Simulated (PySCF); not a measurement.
C5H9OP.
Geometry (PBE0-D3(BJ)/def2-SVP, Å), atoms numbered from 1 in this order:
```xyz
16
C5H9OP angstrom
C      2.8802   -0.2130   -0.5167
C      1.5596   -0.3969   -0.4847
P      0.6934   -0.0932    1.0729
O      1.5949    0.3717    2.1723
C     -0.6454    1.0599    0.6866
C     -1.7850    0.8105    0.0292
C     -2.2170   -0.4838   -0.5733
H      3.4030    0.1055    0.3921
H      3.4675   -0.3691   -1.4268
H      0.9910   -0.7102   -1.3685
H      0.0139   -1.3308    1.3016
H     -0.4452    2.0661    1.0719
H     -2.4879    1.6446   -0.0969
H     -3.2157   -0.7700   -0.2055
H     -1.5255   -1.3122   -0.3671
H     -2.3079   -0.3825   -1.6680
```

All values: wB97X-D/def2-SVPD (PySCF, non-relativistic), on one gas-phase PBE0-D3(BJ)/def2-SVP geometry that isn't relaxed in the solvent. The solvent is an IEF-PCM continuum (van der Waals radii × 1.2), and excitations are vertical TDDFT with non-equilibrium linear response and a frozen core. Only the electrostatic response of the medium enters.

Gas-phase singlets (H = HOMO, L = LUMO):

| state | E (eV) | λ (nm) | f | leading configuration |
| --- | --- | --- | --- | --- |
| S1 | 5.915 | 210 | 0.007 | H-1→L 83% |
| S2 | 6.077 | 204 | 0.009 | H→L 74% |
| S3 | 6.652 | 186 | 0.037 | H→L+1 35% |
| S4 | 6.689 | 185 | 0.377 | H→L+1 41% |
| S5 | 6.766 | 183 | 0.095 | H-1→L+1 47% |

What are the lowest 5 singlets in dichloromethane (ε = 8.93)?

```
state  E (eV)  λ (nm)      f  leading configuration  change by rank (eV)
   S1   6.227     199  0.149                H→L 33%               +0.312
   S2   6.374     195  0.073              H-1→L 44%               +0.297
   S3   6.667     186  0.494              H-2→L 41%               +0.015
   S4   6.996     177  0.036            H-1→L+1 37%               +0.307
   S5   7.122     174  0.020            H-2→L+1 24%               +0.356
```

How do the frontier levels move from gas to dichloromethane?

```json
{"orbital": "LUMO+2", "gas (eV)": "2.15", "solvent (eV)": "2.34", "change (eV)": "+0.19", "Löwdin shares, gas": "C7 26 %, C6 13 %, H14 10 %, H16 10 %", "Löwdin shares, solvent": "P3 21 %, C1 18 %, O4 18 %, C2 12 %"}
{"orbital": "LUMO+1", "gas (eV)": "1.43", "solvent (eV)": "1.57", "change (eV)": "+0.14", "Löwdin shares, gas": "C1 20 %, C2 20 %, C5 15 %, C6 13 %", "Löwdin shares, solvent": "C2 18 %, C1 18 %, C5 16 %, C6 15 %"}
{"orbital": "LUMO", "gas (eV)": "0.72", "solvent (eV)": "0.88", "change (eV)": "+0.16", "Löwdin shares, gas": "C6 20 %, C1 18 %, C5 17 %, C2 14 %", "Löwdin shares, solvent": "C1 20 %, C6 18 %, C2 16 %, C5 15 %"}
{"orbital": "HOMO", "gas (eV)": "-9.63", "solvent (eV)": "-9.58", "change (eV)": "+0.05", "Löwdin shares, gas": "O4 46 %, C5 13 %, P3 13 %, C6 10 %", "Löwdin shares, solvent": "C5 32 %, C6 27 %, C7 7 %, C2 7 %"}
{"orbital": "HOMO-1", "gas (eV)": "-9.73", "solvent (eV)": "-9.93", "change (eV)": "-0.20", "Löwdin shares, gas": "O4 59 %, P3 13 %, C2 11 %, C5 6 %", "Löwdin shares, solvent": "O4 30 %, P3 14 %, C2 13 %, C1 13 %"}
{"orbital": "HOMO-2", "gas (eV)": "-9.90", "solvent (eV)": "-10.12", "change (eV)": "-0.22", "Löwdin shares, gas": "C5 21 %, O4 19 %, C6 17 %, C2 11 %", "Löwdin shares, solvent": "O4 57 %, C2 14 %, P3 13 %, C1 5 %"}
{"orbital": "HOMO-3", "gas (eV)": "-10.36", "solvent (eV)": "-10.40", "change (eV)": "-0.04", "Löwdin shares, gas": "C2 29 %, C1 26 %, O4 10 %, C5 8 %", "Löwdin shares, solvent": "O4 33 %, C2 21 %, C1 18 %, P3 10 %"}
```

The HOMO–LUMO gap goes from 10.35 to 10.46 eV. Rows go by rank; for HOMO-3, HOMO-2, HOMO-1, HOMO and LUMO+2 the atom shares or the degeneracy differ between the runs, so the row needn't follow one orbital.
